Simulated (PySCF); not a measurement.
Molecule: sum formula H9Si3O2 (charge +1, singlet). It need not be the lowest isomer of its formula. SMILES: [SiH2](O[SiH3])[OH+][SiH3]
Structure (B3LYP-D3(BJ)/def2-TZVP (Ansatz) minimum search):
```
O
Si 1 1.5876
Si 1 1.6854 2 159.88
H 2 1.4652 1 115.86 3 -74.13
H 2 1.4653 4 115.86 1 -140.72
H 3 1.4716 1 107.23 2 64.24
H 3 1.4718 6 112.46 1 117.64
H 3 1.4729 6 112.22 7 127.58
O 2 1.7947 4 103.48 5 -112.61
H 9 0.9700 2 118.19 4 60.07
Si 9 1.7951 10 115.85 2 179.86
H 11 1.4645 9 104.67 10 -118.93
H 11 1.4645 12 115.04 9 114.20
H 11 1.4679 12 114.93 13 136.89
```
Charge +1, spin multiplicity 1.

Dispersion corrections to the total energy (kcal/mol) from the dftd3 and dftd4 libraries through PySCF: D3(BJ) without and D4 with the three-body term, each with the damping fitted for the functional named.

```csv
functional,D3(BJ),D4
HSE06,-5.94,___
PBE,___,-7.14
BLYP,-16.85,-15.33
BP86,-13.55,-9.97
LC-wPBE,-8.00,-8.01
TPSSh,___,-8.76
TPSS,-10.05,-9.62
```

**Question.** Some entries are withheld; supply them.

**Answer.** 
- HSE06, D4: -5.78
- PBE, D3(BJ): -7.71
- TPSSh, D3(BJ): -9.43
